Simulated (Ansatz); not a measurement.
System: GeBr, charge 1, singlet. GeBr+ (parent SMILES [Br][Ge], singlet).
B3LYP-D3(BJ)/def2-TZVP minimum from Ansatz (a quantum-chemistry and plane-wave program):
```
Ge
Br 1 2.2232
```
Charge +1, spin multiplicity 1.

Total energies in aug-cc-pVTZ, 10 correlated electrons, 28 frozen orbitals. UHF or UKS for unpaired electrons; spin-orbit terms are left out. Correlated methods leave the cores frozen (noble-gas shells, and filled d and f shells in the p block). No relativity. Spin-orbit terms, left out, reach several kcal/mol for Br and I, and more for heavier atoms. The spin of BrGe+ (parent SMILES [Ge][Br], singlet) was assumed, and the state is the lowest solution found for it.

| method | program | energy (Eh) | minus CCSDT(Q) (mEh) |
|---|---|---|---|
| HF | Ansatz | -4647.63471 | 264.22 |
| MP2 | Ansatz | -4647.86190 | 37.03 |
| CCSD | Ansatz | -4647.88445 | 14.48 |
| CCSD(T) | Ansatz | -4647.89717 | 1.77 |
| CCSDT(Q) | Ansatz | -4647.89894 | 0.00 |

Rough core times of Ansatz's runs on a shared machine: CCSD(T) under 20 s, CCSDT(Q) 4 min.
